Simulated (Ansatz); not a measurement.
Consider the cleavage of the Si–Ge bond: `N[SiH](N)[GeH3]` + NH₃ → `N[SiH](N)N` + GeH₄.

Gas-phase electronic energies from Ansatz, PBE0-D4/def2-TZVP geometries. CBS: MP2 limit from def2 TZ/QZ plus the TZ coupled-cluster correction, frozen cores. This one scheme is used for every species. DFT in def2-TZVPP. B3LYP here is the variant with VWN-RPA as its local correlation; programs differ in this. For Ge outer-core shells are correlated without core-valence functions, which leaves a few kJ/mol of doubt a bond. Scalar relativity is left out up to krypton. One conformer a species, not always the lowest.

CCSD(T)/CBS gives -14.2 kcal/mol.

Question: Another level gave -19.0 kcal/mol. Which?
A. B3LYP-D4/def2-TZVPP
B. MP2/def2-TZVPP
C. PBE-D4/def2-TZVPP
D. HF/def2-TZVPP

Answer: D. HF/def2-TZVPP -19.0, B3LYP-D4 -14.0, MP2/def2-TZVPP -15.6, PBE-D4 -10.7 kcal/mol.

Largest T1 diagnostic among the species: 0.012.

From PBE to PBE0 (25 % exact exchange), in def2-TZVPP and without D4, ΔE moves by −1.6 kcal/mol. In def2-TZVPP, CCSD(T) changes the Hartree–Fock value by +4.2 kcal/mol (the triples alone add +0.5 kcal/mol) and MP2 by +3.4 kcal/mol.
